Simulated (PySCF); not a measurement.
First SCF of a structure search on triplet RuOF₂, at a hand-made trigonal planar geometry. PySCF input:

```python
from pyscf import gto, scf, dft
mol = gto.M(atom='''
Ru    -0.000000     0.000000    -0.054880
O     -0.000000     0.000000    -1.764880
F     -1.636790     0.000000     0.890120
F      1.636790     0.000000     0.890130''',
    basis={'Ru': 'def2-TZVP', 'O': 'def2-TZVP', 'F': 'def2-TZVP'},
    ecp={'Ru': 'def2-TZVP'},
    charge=0, spin=2)
mf = dft.UKS(mol, xc='PBE0')
mf.grids.atom_grid = (50, 194)
aux = {'Ru': 'def2-universal-JKFIT', 'O': 'def2-universal-JKFIT', 'F': 'def2-universal-JKFIT'}
mf = mf.density_fit(auxbasis=aux)
mf.conv_tol = 1e-08
mf.diis_space = 10
mf.max_cycle = 60
mf.init_guess = 'minao'
mf.verbose = 4
mf.kernel()
```

Excerpt of the output (cycles alone):

```
init E= -361.642751201863
cycle= 1 E= -369.508444026334  delta_E= -7.87  |g|= 0.615  |ddm|= 2.96
cycle= 2 E= -369.354093310287  delta_E= 0.154  |g|= 0.955  |ddm|= 0.814
cycle= 3 E= -369.578466571956  delta_E= -0.224  |g|= 0.415  |ddm|= 0.557
cycle= 4 E= -369.631579395271  delta_E= -0.0531  |g|= 0.192  |ddm|= 0.242
cycle= 5 E= -369.643713587297  delta_E= -0.0121  |g|= 0.0508  |ddm|= 0.103
cycle= 6 E= -369.644738502399  delta_E= -0.00102  |g|= 0.00637  |ddm|= 0.03
cycle= 7 E= -369.64477643317  delta_E= -3.79e-05  |g|= 0.00236  |ddm|= 0.00913
cycle= 8 E= -369.644785447709  delta_E= -9.01e-06  |g|= 0.000882  |ddm|= 0.00518
cycle= 9 E= -369.644787223506  delta_E= -1.78e-06  |g|= 0.00028  |ddm|= 0.00265
cycle= 10 E= -369.644787379692  delta_E= -1.56e-07  |g|= 0.000115  |ddm|= 0.000631
cycle= 11 E= -369.644787430638  delta_E= -5.09e-08  |g|= 6.39e-05  |ddm|= 0.000364
cycle= 12 E= -369.644787449655  delta_E= -1.9e-08  |g|= 3.04e-05  |ddm|= 0.000314
cycle= 13 E= -369.644787450824  delta_E= -1.17e-09  |g|= 2.89e-05  |ddm|= 6.94e-05
Extra cycle  E= -369.644787449849  delta_E= 9.75e-10  |g|= 6.46e-05  |ddm|= 4.52e-05
converged SCF energy = -369.644787449849  <S^2> = 2.0078071  2S+1 = 3.0052002
```

No lower solution of this spin was found from smeared starts or by a stability analysis within the unrestricted form.

With open d or f shells other occupations or spin states may lie lower.

The search for the lowest solution, 3 starts and the stability check together, took 40 s on 4 threads of a shared Arm Neoverse V2 host, with 133 basis functions; the process peaked at 0.57 GiB.
